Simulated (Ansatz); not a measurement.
System: C$_{2}$H$_{4}$BO$_{2}$, charge -1, multiplicity 1. It need not be the lowest isomer of its formula. Whether it binds its extra electron was not tested at this geometry. 
Structure (B3LYP-D3(BJ)/def2-TZVP (Ansatz, a first-principles code) minimum search):
```xyz
9

C     -1.8184     0.6550     0.3995
C     -1.0581    -0.4694     0.2702
B      0.4142    -0.1779    -0.0897
O      0.7675     1.1421    -0.2316
O      1.4065    -1.1465    -0.2806
H     -2.8758     0.4340     0.6586
H     -1.4317    -1.4983     0.4039
H     -0.1267     1.5716    -0.0399
H      2.2306    -0.6957    -0.4949
```
Charge -1, spin multiplicity 1.

Basis-set convergence of Hartree-Fock and CCSD(T) correlation energies (hartree) with Ansatz. Correlated levels leave the core frozen unless marked. Spin-orbit coupling is left out. No relativistic terms. This anion needs diffuse functions, which these sets lack.

| basis | functions | E(HF) | E(corr, CCSD(T)) |
|---|---|---|---|
| cc-pVDZ | 90 | -252.51763 | -0.78345 |
| cc-pVTZ | 206 | -252.60217 | -0.97441 |
| cc-pVQZ | 395 | [?] | [?] |

Task: Some entries are withheld; supply them.

Result: 
- cc-pVQZ, E(HF): -252.62337
- cc-pVQZ, E(corr, CCSD(T)): -1.03621
